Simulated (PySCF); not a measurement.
C2H4F2, SMILES FCCF. The structure is a stationary point at PBE-D3(BJ)/def2-SVP. One conformer was computed; it need not be the lowest.

**Question.** Give the equilibrium geometry at PBE-D3(BJ)/def2-SVP (PySCF confirms it by a frequency run) as a Z-matrix, and its point group. (Estimate from the structure and the level; the computed values follow.)

**Answer.** One answer among several that fit: point group C2.
```
C
F 1 1.3827
H 1 1.1136 2 109.04
H 1 1.1150 3 108.51 2 -118.91
C 1 1.5104 3 109.68 4 -118.94
F 5 1.3827 1 111.33 3 -50.17
H 5 1.1136 6 109.04 1 121.15
H 5 1.1150 7 108.51 6 -118.91
```
